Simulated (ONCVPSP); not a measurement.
## barium (Ba) ONCV: all-electron and pseudo phase curves

barium, optimised norm-conserving Vanderbilt (ONCV), made with ONCVPSP 4.0.1 (LDA (Perdew-Wang 92), scalar-relativistic). Core [Kr] 4d10, reference 5s2 5p6 6s2. Waves: 5s+6s: rc 2.50 bohr, ncon 3, nbas 6, qcut 6 1/bohr, 2 projectors; 5p: rc 2.35 bohr, ncon 4, nbas 7, qcut 6.5 1/bohr, 2 projectors, debl 3 Ha; d scattering state at 0.11 Ha: rc 2.30 bohr, ncon 5, nbas 9, qcut 3.8 1/bohr, local. Local part: the d channel. Core correction: polynomial model core, fcfact 0.4.

In the d channel the program set the typed energies aside and used 0.050 Ha.

The phase is arctan(r·R′/R) of the radial function R(r), unwrapped; energies in Ha, scanned from -3 to 5 Ha. A pole is an energy at which the radial function vanishes at the test radius. The pseudo phase is shifted by a multiple of π to meet the all-electron one at the reference energy, and phase errors are pseudo minus all-electron; the curves can meet again beyond the range given. Levels narrower than the energy grid can be missing from the lists of poles.

Task: For each channel, where are the poles, and over which energies does the pseudopotential scatter like the atom?

Result:

```json
{"channel": "s", "radius (bohr)": "2.53", "reference energy (Ha)": "-0.12", "poles, all-electron": "-1.00, 3.15", "poles, pseudo": "-1.00, 3.11", "unbroken range about the reference energy with phases within 0.05 rad": "below 4.7", "phase error 1 Ha above the reference energy (rad)": "-0.002"}
{"channel": "p", "radius (bohr)": "2.39", "reference energy (Ha)": "-0.69", "poles, all-electron": "-0.09, 4.80", "poles, pseudo": "-0.09, 4.77", "unbroken range about the reference energy with phases within 0.05 rad": "the whole range", "phase error 1 Ha above the reference energy (rad)": "-0.000"}
{"channel": "d", "radius (bohr)": "2.33", "reference energy (Ha)": "0.05", "poles, all-electron": "1.35", "poles, pseudo": "1.29", "unbroken range about the reference energy with phases within 0.05 rad": "below 2.2", "phase error 1 Ha above the reference energy (rad)": "-0.007"}
```

Phases in the p channel:

```tsv
E (Ha)	all-electron	pseudo
-2.98	1.316	1.316
-2.76	1.297	1.296
-2.54	1.272	1.272
-2.32	1.240	1.240
-2.10	1.197	1.196
-1.88	1.133	1.133
-1.66	1.029	1.029
-1.44	0.833	0.832
-1.22	0.380	0.380
-1.00	-0.487	-0.487
-0.78	-1.086	-1.086
-0.56	-1.343	-1.343
-0.34	-1.476	-1.476
-0.12	-1.560	-1.560
0.10	-1.624	-1.625
0.32	-1.681	-1.681
0.54	-1.737	-1.737
0.76	-1.800	-1.801
0.98	-1.882	-1.883
1.20	-2.003	-2.004
1.42	-2.211	-2.212
1.64	-2.626	-2.627
1.86	-3.338	-3.339
2.08	-3.920	-3.920
2.30	-4.210	-4.210
2.52	-4.362	-4.362
2.74	-4.452	-4.453
2.96	-4.513	-4.513
3.18	-4.557	-4.557
3.40	-4.591	-4.591
3.62	-4.618	-4.618
3.84	-4.640	-4.641
4.06	-4.660	-4.660
4.28	-4.677	-4.678
4.50	-4.692	-4.694
4.72	-4.707	-4.709
4.94	-4.721	-4.724
```
